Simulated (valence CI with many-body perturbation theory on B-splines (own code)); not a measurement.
Level structure of Bi⁵¹⁺

Calculated by relativistic CI+MBPT: four valence electrons over a frozen Dirac-Fock core [Ar] 3d10, a basis of 11 s, 11 p, 9 d, 7 f, 5 g, 2 h, 1 i functions for each j, with the one-electron correlation potential Σ1 (screened to all orders), the two-electron term Σ2, the three-electron term Σ3, Breit, model QED; selected single and double excitations, second order for the rest (own B-spline code, finite nucleus).

The last digits are not significant, and no measured levels were compared; by estimate large intervals hold to a few tenths of a per cent, small ones and those within an open d or f shell to about a per cent.

Levels 1 to 45 of 69, with energies above the lowest level, (4s^2 4p1/2^2) J=0. "Leading %" is the weight of the configuration and term that name the level; weights of strongly mixed levels are sums over their largest components and can fall short. In the jj column 3d3/2^4 stands for four electrons in 3d with j = 3/2. Lifetimes count E1, E2, E3, M1 and M2 decay at the calculated energies, and are blank where another channel may lead or the interval is too uncertain; long ones can be off by a factor of two.

```
No.  Configuration  Term  J  E (Ry)  Leading %      g  Lifetime                   Leading jj
  1         4s²4p²    ³P  0   0.000         69                          4s^2 4p1/2^2 (100 %)
  2         4s²4p²    ³P  1  12.710        100  1.495   30.7 ns     4s^2 4p1/2 4p3/2 (100 %)
  3         4s²4p²    ¹D  2  13.081         64  1.169    582 ns      4s^2 4p1/2 4p3/2 (99 %)
  4          4s4p³   ³P°  2  21.547         47  1.538   28.3 ps      4s 4p1/2^2 4p3/2 (98 %)
  5          4s4p³   ³D°  1  22.815         33  1.089   1.09 ps      4s 4p1/2^2 4p3/2 (94 %)
  6         4s²4p²    ³P  2  26.075         64  1.318   12.0 ns          4s^2 4p3/2^2 (99 %)
  7        4s²4p4d   ³F°  2  26.319         74  0.757   39.3 ps      4s^2 4p1/2 4d3/2 (99 %)
  8         4s²4p²    ¹S  0  26.874         68          10.8 ns          4s^2 4p3/2^2 (99 %)
  9        4s²4p4d   ³D°  1  27.945         50  0.848    274 fs      4s^2 4p1/2 4d3/2 (94 %)
 10        4s²4p4d   ³P°  2  29.856         45  1.299   1.97 ps      4s^2 4p1/2 4d5/2 (95 %)
 11        4s²4p4d   ³F°  3  29.939         51  1.115   2.70 ps      4s^2 4p1/2 4d5/2 (97 %)
 12          4s4p³   ³D°  2  33.984         49  1.536   1.96 ps      4s 4p1/2 4p3/2^2 (95 %)
 13          4s4p³   ³D°  3  34.731         96  1.317   2.68 ps      4s 4p1/2 4p3/2^2 (96 %)
 14          4s4p³   ³P°  0  35.218         96          1.53 ps      4s 4p1/2 4p3/2^2 (96 %)
 15        4s4p²4d    ³D  1  35.259         43  0.442   12.0 ps      4s 4p1/2^2 4d3/2 (98 %)
 16        4s4p²4d    ³D  2  35.583         30  1.139   12.1 ps      4s 4p1/2^2 4d3/2 (96 %)
 17          4s4p³   ³P°  1  35.858         44  1.292    879 fs      4s 4p1/2 4p3/2^2 (95 %)
 18          4s4p³   ¹D°  2  36.013         70  1.085    613 fs      4s 4p1/2 4p3/2^2 (91 %)
 19          4s4p³   ³S°  1  36.140         36  1.352    471 fs      4s 4p1/2 4p3/2^2 (98 %)
 20        4s4p²4d    ³D  3  38.597         34  1.349   2.32 ps      4s 4p1/2^2 4d5/2 (97 %)
 21        4s4p²4d    ³F  2  39.277         27  1.031   2.26 ps      4s 4p1/2^2 4d5/2 (94 %)
 22        4s²4p4d   ³D°  2  40.418         50  1.050    313 fs      4s^2 4p3/2 4d3/2 (91 %)
 23        4s²4p4d   ³P°  1  40.575         55  1.112    364 fs      4s^2 4p3/2 4d3/2 (94 %)
 24        4s²4p4d   ³F°  3  40.588         45  1.095    426 fs      4s^2 4p3/2 4d3/2 (95 %)
 25        4s²4p4d   ³P°  0  40.590         95           384 fs      4s^2 4p3/2 4d3/2 (95 %)
 26        4s²4p4d   ³F°  4  42.292         99  1.244   26.0 ns      4s^2 4p3/2 4d5/2 (99 %)
 27        4s²4p4d   ³P°  2  42.681         44  1.247   3.79 ps      4s^2 4p3/2 4d5/2 (95 %)
 28        4s²4p4d   ³D°  3  43.836         59  1.197    870 fs      4s^2 4p3/2 4d5/2 (95 %)
 29        4s²4p4d   ¹P°  1  44.093         63  1.073   1.42 ps      4s^2 4p3/2 4d5/2 (96 %)
 30        4s²4p4f    ³G  3  44.615         69  0.821   3.74 ps      4s^2 4p1/2 4f5/2 (95 %)
 31            4p⁴    ³P  2  44.821         58  1.297    709 fs       4p1/2^2 4p3/2^2 (86 %)
 32        4s²4p4f    ³F  2  45.137         46  0.874   3.06 ps      4s^2 4p1/2 4f5/2 (95 %)
 33            4p⁴    ¹S  0  45.484         56           759 fs       4p1/2^2 4p3/2^2 (87 %)
 34        4s²4p4f    ³D  3  45.752         49  1.197   3.34 ps      4s^2 4p1/2 4f7/2 (94 %)
 35        4s²4p4f    ³G  4  45.766         42  1.083   4.85 ps      4s^2 4p1/2 4f7/2 (95 %)
 36        4s4p²4d    ⁵D  0  47.203         83          9.13 ps  4s 4p1/2 4p3/2 4d3/2 (96 %)
 37        4s4p²4d    ⁵D  1  47.225         53  1.146   12.9 ps  4s 4p1/2 4p3/2 4d3/2 (99 %)
 38        4s4p²4d    ⁵F  2  47.273         43  1.094   3.23 ps  4s 4p1/2 4p3/2 4d3/2 (95 %)
 39        4s4p²4d    ⁵F  3  47.528         43  1.143   10.8 ps  4s 4p1/2 4p3/2 4d3/2 (94 %)
 40        4s4p²4d    ³G  4  48.249         28  1.175   17.4 ps  4s 4p1/2 4p3/2 4d3/2 (90 %)
 41          4s4p³   ³P°  2  48.439         49  1.437    657 fs            4s 4p3/2^3 (95 %)
 42        4s4p²4d    ³F  2  48.830         65  0.911    778 fs  4s 4p1/2 4p3/2 4d3/2 (91 %)
 43        4s4p²4d    ³D  3  49.119         31  1.313    401 fs  4s 4p1/2 4p3/2 4d3/2 (88 %)
 44        4s4p²4d    ³P  1  49.182         24  1.477    406 fs  4s 4p1/2 4p3/2 4d3/2 (96 %)
 45        4s4p²4d    ³D  2  49.227         29  1.404    343 fs  4s 4p1/2 4p3/2 4d3/2 (92 %)
```

The ionisation energy to 4s²4p ²P°1/2 of the next ion comes out as 3080.3 eV (NIST: 3078 ± 4 eV (theoretical)). All 69 levels together are meant to be complete up to 54.534 Ry.
